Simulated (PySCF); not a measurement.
[NdOF]− at several levels of theory

Computed with PySCF 2.14.0 (density fitting, no spin-orbit coupling) at the geometry relaxed with PBE0:

```xyz
3
[NdOF]− (singlet in the valence; each metal's 4f electrons, 4 of them, lie in its core potential, out of spins and levels)
Nd    0.0396    0.0000   -0.3413
O     1.7750    0.0000    0.7344
F    -1.9108    0.0000    0.8318
```

```tsv
level	basis	state	HOMO (eV)	gap (eV)	charge on Nd1 (e)	population of f-type functions on Nd1 (polarisation alone where 4f lies in the core)	dipole about the centre of mass (D)	largest force component (eV/Å)
PBE0	Nd lcecp-0-SVP with ECP50, O def2-SVP, F def2-SVP	singlet	–	–	0.25	0.05	8.11	0.02
CAM-B3LYP	the same	singlet	–	–	0.24	0.06	8.51	0.08
TPSS	the same	singlet	–	–	0.14	0.05	7.32	0.57
```

In the lcecp rows the 4f levels are missing from HOMO and gap, and the state counts the valence alone.

Charges are Mulliken's, which hang on the basis. The relaxation used the grid (50, 194), these runs (75, 302) or, all-electron (x2c bases, spin-free X2C Hamiltonian), (99, 590).

Task: What does PBE0 with Nd lcecp-0-TZVP with ECP50, O def2-TZVP, F def2-TZVP give here?

Result: state singlet, charge on Nd1 (e) 0.61, population of f-type functions on Nd1 (polarisation alone where 4f lies in the core) 0.07, dipole about the centre of mass (D) 8.73, largest force component (eV/Å) 0.59. Time: 5.4 s on 2 threads of Arm Neoverse V2 (shared host), from free ions and atoms.

An lcecp potential fixes the number of 4f electrons, so in runs with it no electron can move into or out of that shell; real Nd(II) is rare or takes another configuration.

Small gap, closed shell not tested for a spin-broken solution: TPSS.
